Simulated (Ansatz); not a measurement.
## Energy profile

The step: BHCl₂ ([Cl][BH][Cl]) + SiH₄ → BSiH₃Cl₂ ([SiH3][B]([Cl])[Cl]) + H₂; bonds formed: B1–Si6, H2–H5; bonds broken: B1–H2, H5–Si6 (atoms numbered as in the saddle structure below).

```json
{"atom": "B1", "x (Å)": "-0.6070", "y (Å)": "0.2752", "z (Å)": "-0.7130"}
{"atom": "H2", "x (Å)": "-0.0722", "y (Å)": "0.0446", "z (Å)": "-1.8797"}
{"atom": "Cl3", "x (Å)": "-2.0488", "y (Å)": "-0.8036", "z (Å)": "-0.6608"}
{"atom": "Cl4", "x (Å)": "-0.7685", "y (Å)": "2.0682", "z (Å)": "-0.6415"}
{"atom": "H5", "x (Å)": "0.4966", "y (Å)": "-0.2140", "z (Å)": "-1.0714"}
{"atom": "Si6", "x (Å)": "0.5933", "y (Å)": "-0.2708", "z (Å)": "0.9399"}
{"atom": "H7", "x (Å)": "1.8642", "y (Å)": "0.4944", "z (Å)": "1.0086"}
{"atom": "H8", "x (Å)": "0.8731", "y (Å)": "-1.7283", "z (Å)": "0.9942"}
{"atom": "H9", "x (Å)": "-0.3308", "y (Å)": "0.1342", "z (Å)": "2.0238"}
```

Electronic energies by CCSD(T) at an estimated basis limit (MP2 extrapolated from triple and quadruple zeta, plus CCSD(T) − MP2 in triple zeta), on PBE0-D4/def2-TZVP structures; BSiH5Cl2, closed shell; no counterpoise correction. Program: Ansatz 0.2.0. Basis: def2-TZVPP and def2-QZVPP. Cores are frozen in the correlated methods. Extrapolation: Hartree–Fock as exp(−7.88 √X), correlation as X^−2.97.

Give the profile in kJ/mol, counted from the separated reactants. (An estimate is asked for; the value comes from the calculation.)

By the calculation:
```
                                                                                                             point  kJ/mol
        separated: BHCl2 (linked as [Cl][BH][Cl]; B1, H2, Cl3, Cl4; singlet) + SiH4 (H5, Si6, H7, H8, H9; singlet)     0.0
                                                                                                   start structure    -6.2
                                                                                                            saddle   129.2
                                                                                                     end structure    32.8
separated: BSiH3Cl2 (linked as [SiH3][B]([Cl])[Cl]; B1, Cl3, Cl4, Si6, H7, H8, H9; singlet) + H2 (H2, H5; singlet)    36.3
```

No T1 diagnostic of these runs exceeds 0.014. The start structure is not quite a true minimum (one mode of 30i cm⁻¹).

For scale, one of the runs: CCSD(T)/def2-TZVPP, 227 basis functions, launched by `ansatz run in.yaml --threads 4 --pin off --events-out ev --progress --plain --max-ram 9574MiB`. Hardware: 4 CPU threads of an Arm Neoverse V1, shared host. Wall time 66 s; peak host memory 3.4 GiB.
